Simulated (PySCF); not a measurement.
C6H13Si (doublet state).
Geometry (GFN2-xTB, Å), atoms numbered from 1 in this order:
```xyz
20
C6H13Si angstrom
C      2.9206   -0.0082   -0.2700
C      2.0757   -0.4190    0.8503
C      0.8256   -0.5088    1.1658
Si    -0.6821   -0.0414    0.0472
C     -0.6060    1.8047   -0.4331
C     -0.6789   -1.0940   -1.5451
C     -2.2612   -0.3891    1.0580
H      3.9774   -0.1225   -0.0216
H      2.7140   -0.6197   -1.1509
H      2.7449    1.0402   -0.5204
H      0.5380   -0.8780    2.1432
H     -0.5363    2.4435    0.4421
H     -1.4919    2.1008   -0.9882
H      0.2563    2.0110   -1.0593
H     -0.6547   -2.1562   -1.3226
H      0.1851   -0.8685   -2.1621
H     -1.5660   -0.9023   -2.1421
H     -2.2854    0.2017    1.9686
H     -3.1533   -0.1482    0.4875
H     -2.3267   -1.4351    1.3414
```

The hyperfine couplings belong to this conformer and change with its torsions.

The species is `C/[C]=C\[Si](C)(C)C` [radical].

Method used: PySCF 2.14.0, UKS B3LYP, pcH-1 on C H Si, non-relativistic, mean-field spin-orbit, GIAO. Geometry: GFN2-xTB; no solvent, vibrations or thermal averaging. GFN2-xTB frequencies show an imaginary mode (98i cm⁻¹), so this geometry is no minimum at that level. A GFN2-xTB geometry isn't a minimum of the functional, and hyperfine couplings can be far from their values at a DFT geometry. No stability test was run, so a lower SCF solution isn't excluded.

(1) The isotropic 13C couplings, averaged over equivalent nuclei, are +265.0, +29.2, -24.4, +2.8 MHz. Assign them to C1; C2; C3; C5/C6/C7.

(2) Match the computed a_iso(1H) values +144.1, +56.8, +1.4 MHz (means over equivalent nuclei) with the sites H8/H9/H10; H11; H12 (×9).

Results:

(1) 
```
    site  a_iso (MHz)  ρ(0) (bohr⁻³)                 position  distance from C2 (Å)  spin population  largest |T| (MHz)
      C1        +29.2        +0.0260           1 bond from C2                  1.46            -0.04                9.9
      C2       +265.0        +0.2358  largest spin population                  0.00            +0.93              136.1
      C3        -24.4        -0.0217           1 bond from C2                  1.29            -0.15               18.8
C5/C6/C7         +2.8        +0.0025          3 bonds from C2                  3.92             0.00                1.4
```

(2) 
```tsv
site	a_iso (MHz)	ρ(0) (bohr⁻³)	position	distance from C2 (Å)	bound to	spin population there	largest |T| (MHz)
H8/H9/H10	+56.8	+0.0127	2 bonds from C2	2.11	C1	-0.04	10.2
H11	+144.1	+0.0322	2 bonds from C2, on C3 of spin population -0.15	2.06	C3	-0.15	12.5
H12 (×9)	+1.4	+0.0003	4 bonds from C2	4.31	C5/C6/C7	0.00	1.9
```

ρ(0) is the spin density at the nucleus and T the dipolar tensor; a_iso includes a spin–orbit part; entries for several nuclei are means. Largest spin populations (Mulliken): C2 (+0.93), C3 (-0.15) and Si4 (+0.10). No atom but C2 exceeds +0.15. The positive populations add up to 1.18 and the negative ones to -0.18, together 2S = 1.

β density exceeds α density at some nuclei, such as C3 (-0.0217), spin density in bohr⁻³. In a single determinant that takes different orbitals for the two spins, that is spin polarisation.

Means are taken over nuclei equivalent by connectivity, which assumes that they swap fast. The three 1H nuclei of mean +56.8 MHz run from 41.7 to 85.4 MHz in the frozen geometry. The nine 1H nuclei of mean +1.4 MHz run from -0.7 to 5.2 MHz in the frozen geometry.
